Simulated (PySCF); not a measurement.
# Gas-phase XPS of `C[Si@@H](N)P`, computed

CH8NPSi.
Cartesian coordinates in Å at the GFN2-xTB level; atoms count from 1:
```
atom  x, y, z in Å
C1    -0.7440   -1.3449    0.2161
Si2   -0.0597    0.2729   -0.5174
N3    -0.8331    1.5570    0.3335
P4     2.1338    0.6435   -0.1750
H5    -0.2343   -2.2112   -0.1948
H6    -1.8022   -1.4535   -0.0002
H7    -0.6225   -1.3680    1.2954
H8    -0.2508    0.2529   -1.9826
H9    -1.8388    1.6018    0.3507
H10   -0.4434    2.4844    0.2809
H11    2.5340   -0.5547   -0.7351
H12    2.1622    0.1191    1.1026
```

Method used: delta-SCF UKS SCAN, pcX-2 on the ionised atom, pcseg-1 elsewhere, spin-free X2C in PySCF. Each binding energy is the total energy of the core-ionised species, with the hole localised on one atom, minus that of the ground state; both are solved self-consistently, so orbital relaxation is included.

Q: Give the core binding energies atom by atom.

A: 
| atom(s) | bonded to | level | binding energy (eV) | 2p1/2 (eV) | count |
| --- | --- | --- | --- | --- | --- |
| C1 | 3 H and Si | C 1s | 289.97 | – | 1 |
| Si2 | N, C, H and P | Si 2p3/2 | 106.54 | 107.16 | 1 |
| Si2 | N, C, H and P | Si 1s | 1846.42 | – | 1 |
| N3 | 2 H and Si | N 1s | 404.56 | – | 1 |
| P4 | 2 H and Si | P 2p3/2 | 135.93 | 136.82 | 1 |
| P4 | 2 H and Si | P 1s | 2149.41 | – | 1 |

Q: Give the binding energy of Si 1s of Si2 in hartree and in kJ/mol.

A: 1846.42 eV = 67.8547 Eh = 178152 kJ/mol.

Spin–orbit coupling isn't in the SCF: each 2p doublet comes from a relaxed spin-free hole plus a matrix of the shell (mean-field spin–orbit coupling and the ground-state 2p splitting), with 2p3/2 averaged over its two sublevels. 2p1/2 minus 2p3/2 (ligand field included): Si 0.62 eV, P 0.89 eV. One conformer (not necessarily the lowest) at the GFN2-xTB geometry, without solvent, vibrations or thermal averaging.
